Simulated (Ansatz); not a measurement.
H$_{9}$NSi$_{3}$, charge +1, doublet, geometry from GFN2-xTB (a state made from the parent by changing its charge; the spin is typed, not shown lowest); CCSD(T)/6-31G* in Ansatz (a program for electronic structure).

The Ansatz input:
Ansatz 0.2 input:
```yaml
crystal:
  periodic: [false, false, false]
  atoms:
    - {symbol: Si, position_ang: [0.27110912, 1.68440832, 0.47136613]}
    - {symbol: N, position_ang: [-0.00944047, -0.00368159, -0.00591325]}
    - {symbol: Si, position_ang: [-1.64180238, -0.53915315, -0.45935453]}
    - {symbol: Si, position_ang: [1.34223354, -1.15653572, -0.03014888]}
    - {symbol: H, position_ang: [-1.01450413, 2.36433936, 0.41121065]}
    - {symbol: H, position_ang: [0.85738604, 1.56453262, 1.81003307]}
    - {symbol: H, position_ang: [1.26892506, 2.14419502, -0.50048565]}
    - {symbol: H, position_ang: [-1.99110681, 0.35218201, -1.57048559]}
    - {symbol: H, position_ang: [-1.54843332, -1.95154456, -0.79918500]}
    - {symbol: H, position_ang: [-2.43916738, -0.23163465, 0.73250835]}
    - {symbol: H, position_ang: [0.90430539, -2.20346445, 0.89924723]}
    - {symbol: H, position_ang: [1.34352183, -1.64697891, -1.41209643]}
    - {symbol: H, position_ang: [2.53413955, -0.42529458, 0.37402480]}
basis:
  gaussian:
    orbitals: 6-31G*
total_charge: 1
magnetization: {spin_polarized: true, initial_magnetization: 1}
correlation: {method: ccsd_t, diis_vectors: 2}
```

Problem. Write the output that Ansatz gives for this input, abridged.

Solution. 
```
Functional definition: HF
918 factors; integrals over basis functions are off by at most 1.1e-3 eV
mean field evaluation 1: about -25196.1662 eV, gradient 3.1e1 eV
mean field evaluation 2: about -25196.2575 eV, gradient 3.1e1 eV
mean field evaluation 4: about -25202.5758 eV, gradient 4.3e0 eV
mean field evaluation 8: about -25203.0448 eV, gradient 5.0e-1 eV
mean field evaluation 16: about -25203.0510 eV, gradient 2.5e-6 eV
mean field evaluation 32: about -25198.9106 eV, gradient 3.6e0 eV
mean field evaluation 64: about -25197.9592 eV, gradient 9.8e-3 eV
mean field evaluation 96: about -25198.0266 eV, gradient 1.3e-2 eV
mean field -25203.05096810 eV, -926.1950398360 hartree, gradient 2.5e-6 eV, S^2 0.761432; 0 other end points of the search recorded, 0 dependent functions left out
16 core orbitals not correlated
reference -25203.05096810 eV, -926.1950398360 hartree; 13, 12 occupied and 61, 62 virtual orbitals, 918 factors
second order -9.82851378 eV of doubles, -0.00000000 eV of singles
cycle   1  -11.07795898 eV  change    -1.2e0 eV  update   1.1e-1
cycle   2  -11.66186966 eV  change   -5.8e-1 eV  update   4.0e-2
cycle   3  -11.75250681 eV  change   -9.1e-2 eV  update   2.4e-2
cycle   4  -11.76566261 eV  change   -1.3e-2 eV  update   1.3e-2
cycle   5  -11.77640914 eV  change   -1.1e-2 eV  update   7.9e-3
cycle   6  -11.76899020 eV  change    7.4e-3 eV  update   2.1e-3
cycle   7  -11.76544671 eV  change    3.5e-3 eV  update   1.4e-3
cycle   8  -11.76448682 eV  change    9.6e-4 eV  update   4.0e-4
cycle   9  -11.76425473 eV  change    2.3e-4 eV  update   1.4e-4
cycle  10  -11.76432604 eV  change   -7.1e-5 eV  update   4.7e-5
cycle  11  -11.76439429 eV  change   -6.8e-5 eV  update   1.7e-5
cycle  12  -11.76440173 eV  change   -7.4e-6 eV  update   7.1e-6
perturbative correction -0.31637214 eV, -0.0116264618 hartree
Total energy: -25215.13174197 eV, -926.6390000872 hartree
```
